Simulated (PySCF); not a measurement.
Compound: C8H7NS.
Cartesian coordinates in Å at the PBE0-D3(BJ)/def2-SVP level; atoms count from 1:
```xyz
17
C8H7NS angstrom
C      1.9786    0.3484    2.4342
C      1.2250    0.4498    1.4865
C      0.3572    0.5873    0.3793
C      0.2599    1.6475   -0.5353
C     -0.7423    1.3174   -1.4443
C     -1.2524    0.0611   -1.0835
C     -2.2871   -0.7077   -1.6985
S     -3.1528   -0.2846   -3.0198
N     -0.5630   -0.3645    0.0356
C     -0.7693   -1.6081    0.7374
H      2.6470    0.2628    3.2712
H      0.8712    2.5460   -0.5082
H     -1.1022    1.8917   -2.2949
H     -2.5000   -1.6736   -1.2140
H     -0.0690   -1.6517    1.5803
H     -0.5800   -2.4681    0.0785
H     -1.7949   -1.6736    1.1291
```

Computed with PBE0-D3(BJ)/def2-SVP geometry optimisation, gas phase (PySCF).

Take the most abundant isotopes and a rigid rotor. The values belong to one conformer with, in the numbering `[CH:1]#[C:2][c:3]1[cH:4][cH:5][c:6]([CH:7]=[S:8])[n:9]1[CH3:10]`, C5–C6–C7–S8 0°.

(1) What are A, B and C (MHz)?

(2) What kind of rotor is it?

(3) Is it planar, by Δ = Ic − Ia − Ib?

(4) Give the other two planar moments, Paa and Pbb, and the rms extents of the mass along the axes.

(5) Where do the levels up to J = 2 lie, in MHz?

(6) Which lines would a microwave search look for?

(7) Estimate the classical rotational partition function at 10 K, 50 K and 100 K.

Results:

(1) Ia = 150.58, Ib = 816.68, Ic = 964.02 u·Å²; 505379 MHz·u·Å²/I gives A = 3356, B = 618.8, C = 524.2 MHz.

(2) A near-prolate asymmetric top; Ray's κ = -0.933.

(3) Not planar: Δ = Ic − Ia − Ib = -3.24 u·Å². For a rigid frame Δ = −2 Σ m c², so Σ m c² = 1.62 u·Å² lies off the ab plane, practically all of it from hydrogen. The atom farthest from that plane is 0.90 Å away.

(4) Paa = Σ m a² = (Ib + Ic − Ia)/2 = 815.06 and Pbb = Σ m b² = (Ia + Ic − Ib)/2 = 148.96 u·Å². With the mass M = 149.03 u, the rms extents √(P/M) along a, b and c are 2.34, 1.00, 0.10 Å.

(5) Above 0(0,0):
J = 1: 1(0,1) 1143, 1(1,1) 3880, 1(1,0) 3975
J = 2: 2(0,2) 3427, 2(1,2) 6072, 2(1,1) 6356, 2(2,1) 14568, 2(2,0) 14570
Those of J = 1 are B + C, A + C and A + B.

(6) The dipole components are |μa| = 4.04 D, |μb| = 1.87 D, |μc| = 0.00 D; the mirror of this Cs structure is the ab plane, so μc vanishes by symmetry and there are no c-type lines. Intensities carry the squares of the components, which stand as 1.00 : 0.22 (a : b). Some lines, for components of 0.1 D or more:

```tsv
type	branch	J(Ka,Kc)	MHz	lower level (cm⁻¹)
a	R	1(0,1) ← 0(0,0)	1143	0.000
a	R	2(1,2) ← 1(1,1)	2192	0.129
a	R	2(0,2) ← 1(0,1)	2284	0.038
a	R	2(1,1) ← 1(1,0)	2381	0.133
b	Q	1(1,0) ← 1(0,1)	2832	0.038
b	Q	2(1,1) ← 2(0,2)	2929	0.114
b	R	1(1,1) ← 0(0,0)	3880	0.000
b	R	2(1,2) ← 1(0,1)	4929	0.038
b	Q	2(2,0) ← 2(1,1)	8214	0.212
b	Q	2(2,1) ← 2(1,2)	8496	0.203
b	R	2(2,1) ← 1(1,0)	10593	0.133
b	R	2(2,0) ← 1(1,1)	10690	0.129
```

(7) Point group Cs, symmetry number σ = 1; q = (√π/σ)·√((kT/h)³/(ABC)), k/h = 20836.6 MHz/K: 5110 at 10 K, 57100 at 50 K, 162000 at 100 K.

Stationary, but not proved a minimum. These are rigid-rotor constants of the computed structure; measured ground-state constants (B0) also hold zero-point vibration. A rigid rotor knows nothing of internal rotation, which can split or shift real lines. Quadrupole hyperfine structure (14N) is left out.

On one thread of an Arm Neoverse V2, shared host with 32 logical CPUs at a one-minute load of 29, this took 96 s and 0.84 GiB of memory at its peak. This is the geometry optimisation.
